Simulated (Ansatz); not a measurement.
Basis sets compared for the cluster Li2Al2⁻ (the lowest doublet isomer of a short search). The state is a doublet with charge -1. Geometry PBE-D4/def2-TZVPD. Ansatz on 4 threads of Intel Xeon Platinum 8259CL on a shared host; times are rough, and most runs start from earlier orbitals.

Cartesian coordinates in Å:
```
Li -1.402 0.767 0.805
Li 0.267 -1.739 0.323
Al 1.292 0.779 0.418
Al -0.157 0.193 -1.546
```

At PBE-D4/def2-SVPD, PBE-D4/def2-TZVPD the highest occupied level of the charge -1 doublet lies above zero (up to 0.47 eV). By energy differences its removal costs 1.28 eV (vertical, to the charge 0 singlet, at PBE0-D4/def2-TZVPD). The structure comes from a short search, and lower isomers may exist.

```
            level  functions  energy (Eh)  HOMO (eV)  LUMO (eV)  wall time
 PBE-D4/def2-SVPD         72    -499.4336       0.47       1.07      1.1 s
PBE0-D4/def2-SVPD         72    -499.4792      -0.13       1.60      1.6 s
```

(1) Estimate the rows for PBE-D4/def2-TZVPD, PBE0-D4/def2-TZVPD.

Results:

(1) 
```csv
level,functions,energy (Eh),HOMO (eV),LUMO (eV),wall time
PBE-D4/def2-TZVPD,120,-499.6157,0.46,1.06,1.6 s
PBE0-D4/def2-TZVPD,120,-499.6586,-0.14,1.60,6.5 s
```
